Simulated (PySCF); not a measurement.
Isomers of C2H5NO. Isolated molecules, 0 K electronic values unless said otherwise. One relaxed conformer stands for each flexible species; it need not be the lowest. Strings in code marks are SMILES.

The four lowest singlet excitations (Tamm–Dancoff). Computed with B3LYP-D3(BJ)/def2-TZVP in PySCF. B3LYP has the VWN-RPA correlation part, as in Gaussian. Excitations are Tamm–Dancoff values on a coarser integration grid. The basis has no diffuse functions, so Rydberg states are missing or too high.

```
state  energy (eV)  wavelength (nm)  oscillator strength
-----  -----------  ---------------  -------------------
S1            5.40              230                0.011
S2            6.46              192                0.073
S3            6.81              182                0.095
S4            7.38              168                0.328
```

### Question
Which member gives these states?
A) `C=C(N)O`
B) `C=NCO` (C–N–C–O torsion -130°, N–C–O–H torsion -47°)
C) `[H]/N=C(\C)O` (N–C–O–H torsion 0°)
D) `[H]/N=C\OC` (C–O–C–N torsion 0°)

### Answer
A, `C=C(N)O`
